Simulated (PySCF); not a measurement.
Al(F)2(OSiH3), SMILES [F][Al]([F])[O][SiH3] (H3AlF2OSi), B3LYP/def2-SVP optimised geometry.

```
8

Al    -1.66    -1.91    -2.71
F     -1.18    -3.44    -3.12
F     -2.75    -1.16    -3.69
O     -1.06    -1.16    -1.34
Si    -0.50    -0.36     0.00
H     -0.99     1.05     0.00
H      0.99    -0.36     0.00
H     -0.99    -1.05     1.23
```

Density from B3LYP/def2-TZVP run with PySCF at that geometry.

Minimum of the electron density along straight lines between bonded atoms, close to the bond critical point (lines longer than 1.1 times the sum of covalent radii, or with two minima, are not listed):

```tsv
bond	length / Å	ρ at the minimum / e bohr⁻³	∇²ρ there / e bohr⁻⁵	position (fraction from the first atom)
Al1–F2	1.651	0.114	0.91	0.44
Al1–F3	1.651	0.114	0.91	0.44
Al1–O4	1.672	0.113	0.86	0.43
O4–Si5	1.656	0.130	0.80	0.59
Si5–H6	1.491	0.123	0.14	0.49
Si5–H7	1.491	0.123	0.14	0.49
Si5–H8	1.491	0.123	0.14	0.49
```
